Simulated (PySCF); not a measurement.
**Working with the constants of CdIn**

B3LYP constants of CdIn, ²Π (doublet), unpaired electrons π ↑ (PySCF, scalar-relativistic core potentials, basis sets Cd def2-SVP with ECP28, In def2-SVP with ECP28; masses 113.9034 and 114.9039 u):

```
ωe              : 69.7 cm⁻¹
ωexe            : 0.716 cm⁻¹
Be              : 0.029968 cm⁻¹
αe              : 0.000297 cm⁻¹
D (centrifugal) : 2.21e-08 cm⁻¹
De to Cd + In   : 0.183 eV
```

Give the vibrational terms G(v) and spacings up to v = 6.

G(v) = ωe(v+½) − ωexe(v+½)².

```json
{"v": "0", "G(v) (cm⁻¹)": "34.7", "G(v) − G(v−1)": "", "Bv (cm⁻¹)": "0.02982"}
{"v": "1", "G(v) (cm⁻¹)": "102.9", "G(v) − G(v−1)": "68.3", "Bv (cm⁻¹)": "0.02952"}
{"v": "2", "G(v) (cm⁻¹)": "169.8", "G(v) − G(v−1)": "66.8", "Bv (cm⁻¹)": "0.02923"}
{"v": "3", "G(v) (cm⁻¹)": "235.2", "G(v) − G(v−1)": "65.4", "Bv (cm⁻¹)": "0.02893"}
{"v": "4", "G(v) (cm⁻¹)": "299.2", "G(v) − G(v−1)": "64.0", "Bv (cm⁻¹)": "0.02863"}
{"v": "5", "G(v) (cm⁻¹)": "361.7", "G(v) − G(v−1)": "62.5", "Bv (cm⁻¹)": "0.02833"}
{"v": "6", "G(v) (cm⁻¹)": "422.8", "G(v) − G(v−1)": "61.1", "Bv (cm⁻¹)": "0.02804"}
```

How well does the Morse estimate ωe²/(4ωexe) reproduce De, and what is D0?

It gives 0.210 eV, 115 % of the computed De. D0 = De − G(0) = 0.183 − 0.004 = 0.179 eV.

The bond is weak. Basis-set superposition, not corrected here, can be much of De in a small basis, most of all at correlated wavefunction levels. Functionals without a dispersion term scatter widely for such bonds, and LDA overbinds them. These are scalar-relativistic numbers at best; spin–orbit coupling would shift them, the dissociation energy most. The state is the lowest determinant that a PBE0 search found; another state may lie lower at other levels.
